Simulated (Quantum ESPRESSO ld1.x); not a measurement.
Values are calculated unless marked as measured or tabulated.
One sound ld1.x (Quantum ESPRESSO 7.5) input for neutral neodymium gives E = -9624.756 hartree in 33 iterations:

```
 &input
    zed=60.0,
    iswitch=1,
    rel=1,
    dft='BLYP',
    config='[Xe] 4f4 6s2',
    verbosity='high',
    prefix='ld1',
    max_out_wfc=37,
    file_charge='ld1.rho',
 /
```

Changed or added lines, one case at a time, and what came of them:

- dft='HF': refused. The program stops in ld1_setup with "HF not implemented yet": ld1.x has no Hartree-Fock; KLI and OEP are its exact-exchange options.
- beta=1.5: harmless. The Broyden-type mixing copes: 44 iterations against 33, same energy.
- lsd=2: refused. The program stops in ld1_readin with "lsd not correct": lsd takes 0 or 1.
- atom='Nd': harmless. atom and zed name the same element, and the result equals that of the sound run.
- rmax=1.0: not converged. The mesh cuts the orbital tails; the cycle ends with warnings and the numbers are not to be used.
- config='[Xe] 4f4 6s': refused. The program stops in el_config with "no occupancy field?": each term needs its occupation.
- noscf=.true.: ran as typed. With noscf the program prints the levels of a bare nucleus, with no screening and no total energy; they are not those of the atom.
